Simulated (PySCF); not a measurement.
(Z)-2-chloro-3-fluorobut-2-ene (C4H6ClF), SMILES C/C(F)=C(\C)Cl. Atoms are numbered in the order given.

```xyz
12

C      0.3799     2.2901     0.0000
C     -0.2166     0.9228     0.0000
F     -1.5669     0.9528     0.0000
C      0.4233    -0.2704     0.0000
C      1.9006    -0.5062     0.0000
Cl    -0.5444    -1.7310     0.0000
H      0.0379     2.8559     0.8925
H      0.0379     2.8559    -0.8925
H      1.4834     2.2693     0.0000
H      2.2016    -1.0941     0.8923
H      2.4709     0.4412     0.0000
H      2.2016    -1.0941    -0.8923
```

Geometry: PBE-D3(BJ)/def2-SVP.

Calculation: PBE0/def2-TZVP (PySCF).

ESP charges are fitted to the potential on shells at 1.4 to 2.0 van der Waals radii. Atomic charges (e):

| atom | Löwdin | ESP fit | meta-Löwdin |
|---|---|---|---|
| C1 | -0.27 | -0.50 | -0.35 |
| C2 | -0.33 | 0.39 | 0.27 |
| F3 | 0.18 | -0.21 | -0.27 |
| C4 | -0.47 | -0.07 | -0.04 |
| C5 | -0.30 | -0.55 | -0.34 |
| Cl6 | 0.38 | -0.08 | -0.06 |
| H7 | 0.14 | 0.16 | 0.13 |
| H8 | 0.14 | 0.16 | 0.13 |
| H9 | 0.13 | 0.15 | 0.13 |
| H10 | 0.14 | 0.19 | 0.13 |
| H11 | 0.13 | 0.18 | 0.12 |
| H12 | 0.14 | 0.19 | 0.13 |

Computed Mayer and Wiberg (Löwdin basis) orders of the bonds:
```
bond    Mayer  Wiberg
------  -----  ------
C1–C2    1.03    1.29
C2–F3    1.07    1.69
C2–C4    1.79    1.86
C4–C5    0.96    1.31
C4–Cl6   1.05    1.62
C1–H7    0.95    0.88
C1–H8    0.95    0.88
C1–H9    0.97    0.89
C5–H10   0.95    0.89
C5–H11   0.97    0.88
C5–H12   0.95    0.89
```
